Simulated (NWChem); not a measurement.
Molecule: C$_{2}$H$_{4}$F$_{2}$OSi; SMILES F[Si@@H](CF)C=O

```xyz
10

O     -1.1865     2.1815    -0.0037
C     -0.0310     1.8484     0.1197
Si     0.4464     0.0453    -0.3475
F      1.9284    -0.2720     0.2465
C     -0.8619    -1.0709     0.4256
F     -0.8222    -2.3365    -0.1141
H      0.7353     2.5824     0.4942
H      0.4905    -0.1098    -1.8256
H     -1.8524    -0.6150     0.2420
H     -0.7292    -1.1324     1.5210
```
Atoms are numbered in this order, from 1.

All runs: NWChem. Geometry: optimised at PBE0/def2-SVP.

Task: Order these by “dipole (D)”, lowest first: PBE/cc-pVTZ; PBE/cc-pVDZ; PBE/aug-cc-pVDZ.

Result: PBE/cc-pVDZ (0.78), PBE/cc-pVTZ (0.86), PBE/aug-cc-pVDZ (0.92)
